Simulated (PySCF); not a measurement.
# r2SCAN on Ag (silver, neutral)

Configuration: [Kr] 4d9 5s1 5p1, one real determinant (an excited configuration). Calculation: PySCF 2.14, in aug-cc-pwCVDZ-PP with ECP28MDF (6s6p5d3f, 70 functions); scalar relativity through the core potential.

```
Total energy                                                  : -146.7002 hartree
One-electron energy                                           : -257.3999 hartree
Hartree (Coulomb) energy                                      : 124.6614 hartree
Exchange-correlation energy                                   : -13.9617 hartree
⟨S²⟩                                                          : 3.7524
⟨L²⟩                                                          : 8.023
Sum of ⟨r⟩                                                    : 26.90 bohr
Sum of ⟨r²⟩                                                   : 55.55 bohr²
Traceless quadrupole moment −½Σ⟨3z² − r²⟩ along its main axis : -6.82 e·bohr²
```

| shell | electrons | mean orbital energy (eV) | spread (eV) | rms radius, mean of both spins (bohr) |
| --- | --- | --- | --- | --- |
| 4s α | 1 | -106.83 | 0 | 0.974 |
| 4s β | 1 | -105.54 | 0 | 0.974 |
| 4p α | 3 | -68.326 | 1.533 | 1.07 |
| 4p β | 3 | -67.033 | 0.124 | 1.07 |
| 4d α | 5 | -12.890 | 1.677 | 1.48 |
| 4d β | 4 | -11.744 | 0.673 | 1.48 |
| 5s α | 1 | -7.461 | 0 | 3.06 |
| 5p α | 1 | -2.813 | 0 | 4.19 |

⟨L²⟩ = 8.02 against 12 for a pure F term, so this real determinant mixes terms. Energies and moments cover only the electrons outside the core potential.
